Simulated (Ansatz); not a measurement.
`[SiH3][AlH][Cl]` + CH₃SH → `C[S][AlH][Cl]` + SiH₄ at 600 K and 1 bar (cleavage of the Al–Si bond).

Gas-phase electronic energies from Ansatz, PBE0-D4/def2-TZVP geometries. CBS: MP2 limit from def2 TZ/QZ plus the TZ coupled-cluster correction, frozen cores. This one scheme is used for every species. One conformer a species, not always the lowest.

| species | CCSD(T)/CBS energy (Eh) | H − E (kJ/mol) | S (J/(mol·K)) |
| --- | --- | --- | --- |
| `[SiH3][AlH][Cl]` | -993.32756 | 135.6 | 410.5 |
| CH₃SH | -438.22835 | 152.3 | 296.8 |
| `C[S][AlH][Cl]` | -1140.13367 | 178.8 | 421.8 |
| SiH₄ | -291.46306 | 108.7 | 242.3 |

H − E and S are ideal-gas, rigid-rotor, harmonic terms from PBE0-D4/def2-TZVP, for one conformer and one mirror image of each species. 1 Eh = 2625.50 kJ/mol, R = 8.31446 J/(mol·K).

Question: By hand: ΔE, ΔH, ΔS and ΔG.

Answer: ΔE = (-1140.13367) + (-291.46306) − (-993.32756) − (-438.22835) = -0.04082 Eh = -107.2 kJ/mol. Δ(H − E) = 178.8 + 108.7 − 135.6 − 152.3 = -0.4, so ΔH = -107.6 kJ/mol. ΔS = 421.8 + 242.3 − 410.5 − 296.8 = -43.2 J/(mol·K). ΔG = -107.6 − 600 × (-43.2)/1000 = -81.7 kJ/mol.

Question: By hand: the equilibrium constant, and the temperature at which ΔG would vanish if ΔH and ΔS stayed fixed.

Answer: log₁₀ K = −ΔG/(RT ln 10) = 7.1. ΔG = 0 at ΔH/ΔS = 2491 K.

ΔH outweighs TΔS. A doubt of 5 kJ/mol in ΔE shifts log₁₀ K by 0.4 here. Other conformers and mirror images would add mixing entropy, several J/(mol·K) or more a flexible species. Modes under 60 cm⁻¹, often nearly free rotors, make the harmonic entropy too high. These are equilibria of isolated gas molecules and say nothing of rates. Largest T1 diagnostic: 0.011 (customary marks: 0.02 for closed shells, 0.045 for open ones).
